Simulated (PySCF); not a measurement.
# Dipole response of Se⁻ (selenium, charge -1)

[Ar] 3d10 4s2 4p5, 2P determinant. All numbers are calculated (PySCF 2.14, scalar relativity through the core potential, in aug-cc-pwCVDZ-PP with ECP10MDF (6s5p4d1f, 48 functions)). Coupled (time-dependent) response in atomic units; α is the mean over directions. A double-zeta set is small for polarisabilities.

```csv
method,mean α (bohr³),"α xx, yy, zz",C₆ (like pair),S(−4)
UHF,44.53,"34.35, 49.63, 49.63",498.9,651.1
```

S(−4) is the Cauchy moment in α(ω) = α(0) + S(−4) ω² + …

Spin-orbit coupling is absent.

α(iu) at UHF:

```tsv
u (hartree)	α(iu) (bohr³)
0	44.53
0.0500	43.01
0.100	39.35
0.200	31.01
0.300	24.23
0.500	15.18
0.750	9.090
1.00	5.927
1.50	3.070
2.00	1.897
3.00	0.9754
5.00	0.4461
```

For an ion, C₆ is the dispersion term alone; charge-induced terms of lower order in 1/R come first.

The components differ because the open shell of this determinant is not spherical; for a pure term their mean is the scalar polarisability.

Energies and moments cover only the electrons outside the core potential.
